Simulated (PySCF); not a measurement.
B(OH)2(NH2) (BH4NO2), SMILES OB(N)O. Atoms are numbered in the order given.

```xyz
8

B      0.0000     0.0000    -0.0051
O      0.0000     1.2188    -0.6547
H      0.0000     1.1643    -1.6150
O      0.0000    -1.2188    -0.6547
H      0.0000    -1.1643    -1.6150
N      0.0000     0.0000     1.4054
H      0.0000    -0.8533     1.9460
H      0.0000     0.8533     1.9460
```

Geometry: B3LYP-D3(BJ)/def2-SVP. Other conformers were not sampled.

All values below come from TDA-B3LYP/def2-SVPD run with PySCF.

Vertical excitations.  State labels are in the subgroup C2v.

Computed UV-visible absorptions:
```json
[
 {"state": "S1", "symmetry": "B1", "energy (eV)": "5.82", "λ (nm)": "213", "f": "0.001", "main pairs": "HOMO→LUMO 99 %"},
 {"state": "S2", "symmetry": "B1", "energy (eV)": "7.05", "λ (nm)": "176", "f": "0.043", "main pairs": "HOMO→LUMO+1 99 %"},
 {"state": "S3", "symmetry": "A2", "energy (eV)": "7.21", "λ (nm)": "172", "f": "0.000", "main pairs": "HOMO−1→LUMO 95 %"},
 {"state": "S4", "symmetry": "A2", "energy (eV)": "7.76", "λ (nm)": "160", "f": "0.000", "main pairs": "HOMO→LUMO+2 96 %"},
 {"state": "S5", "symmetry": "B2", "energy (eV)": "7.82", "λ (nm)": "159", "f": "0.031", "main pairs": "HOMO−2→LUMO 98 %"},
 {"state": "S6", "symmetry": "A2", "energy (eV)": "8.29", "λ (nm)": "150", "f": "0.000", "main pairs": "HOMO→LUMO+4 98 %"},
 {"state": "S7", "symmetry": "B1", "energy (eV)": "8.57", "λ (nm)": "145", "f": "0.002", "main pairs": "HOMO→LUMO+3 97 %"},
 {"state": "S8", "symmetry": "A2", "energy (eV)": "8.87", "λ (nm)": "140", "f": "0.000", "main pairs": "HOMO−1→LUMO+1 97 %"},
 {"state": "S9", "symmetry": "A1", "energy (eV)": "8.88", "λ (nm)": "140", "f": "0.066", "main pairs": "HOMO→LUMO+5 51 %, HOMO→LUMO+6 48 %"},
 {"state": "S10", "symmetry": "B1", "energy (eV)": "9.00", "λ (nm)": "138", "f": "0.074", "main pairs": "HOMO−1→LUMO+2 58 %, HOMO−3→LUMO 40 %"},
 {"state": "T1", "symmetry": "B1", "energy (eV)": "5.69", "λ (nm)": "218", "f": "0", "main pairs": "HOMO→LUMO 96 %"},
 {"state": "T2", "symmetry": "B1", "energy (eV)": "6.82", "λ (nm)": "182", "f": "0", "main pairs": "HOMO→LUMO+1 94 %"},
 {"state": "T3", "symmetry": "A2", "energy (eV)": "6.97", "λ (nm)": "178", "f": "0", "main pairs": "HOMO−1→LUMO 91 %"},
 {"state": "T4", "symmetry": "B2", "energy (eV)": "7.54", "λ (nm)": "164", "f": "0", "main pairs": "HOMO−2→LUMO 96 %"}
]
```
Triplets are in the Tamm–Dancoff approximation.
